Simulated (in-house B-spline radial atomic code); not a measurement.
PBEsol excitations of Cl⁷⁺

Method: PBEsol. Computed with a B-spline radial code for spherical atoms: linear response of the closed shell [He] 2s2 2p6 with the functional's adiabatic kernel; non-relativistic, point nucleus, no spin-orbit coupling, no double excitations, S, P, D and F terms only. Only terms of natural parity with L up to 3 were computed.

Command:
```bash
python run_td.py task.json out
```
Settings (radii: box in bohr, nucleus in fm):
```
Z                        17
electrons                10
configuration            [He] 2s2 2p6
hamiltonian              nr
method                   pbesol
box_radius               12.81
intervals                50
```

Cost of the run: 0.2 s on 1 thread of Arm Neoverse N1 (shared host).

The lowest states, in the order of their Tamm-Dancoff energies; the method's threshold (minus the highest occupied level) is 322.73 eV. Labels give the largest channel, * marks a mixed state, and oscillator strengths are full-response dipole values. Semilocal kernels can invert the small singlet-triplet splittings of Rydberg terms. Energies in eV:

| state | full response | Tamm-Dancoff | oscillator strength |
| --- | --- | --- | --- |
| 2p → 3s 3P | 200.97 | 200.98 | - |
| 2p → 3s 1P | 202.44 | 202.47 | 0.195 |
| 2p → 3p 3S | 214.47 | 214.51 | - |
| 2p → 3p 3D | 215.79 | 215.81 | - |
| 2p → 3p 1D | 216.96 | 216.97 | - |
| 2p → 3p 1S | 224.98 | 225.57 | - |
| 2p → 3d 3P | 235.96 | 235.98 | - |
| 2p → 3d 3F | 236.32 | 236.33 | - |
| 2p → 3d 1F | 237.22 | 237.22 | - |
| 2p → 3d 1P | 240.90 | 241.06 | 1.57 |
| 2s → 3s 3S | ? | ? | - |
| 2s → 3s 1S | ? | ? | - |
| 2p → 4s 3P | 264.10 | 264.11 | - |
| 2p → 4s 1P | 264.53 | 264.54 | 0.0297 |
| 2p → 4p 3S | 269.13 | 269.14 | - |
| 2p → 4p 3D | 269.50 | 269.50 | - |

**Question.** Where does 2s → 3s 3S lie?

**Answer.** At 259.29 eV in full response, 259.30 eV in Tamm-Dancoff.

**Question.** Where does 2s → 3s 1S lie?

**Answer.** At 262.05 eV in full response, 262.15 eV in Tamm-Dancoff.

**Question.** How large is the singlet-triplet splitting of 2p → 3s (P terms) in Tamm-Dancoff?

**Answer.** 1.49 eV, from the unrounded values.

**Question.** What polarisabilities and dispersion coefficient does the method give?

**Answer.** Dipole 0.05291 bohr³, quadrupole 0.01882 bohr⁵, C6 0.02293 hartree·bohr⁶ for two such species.
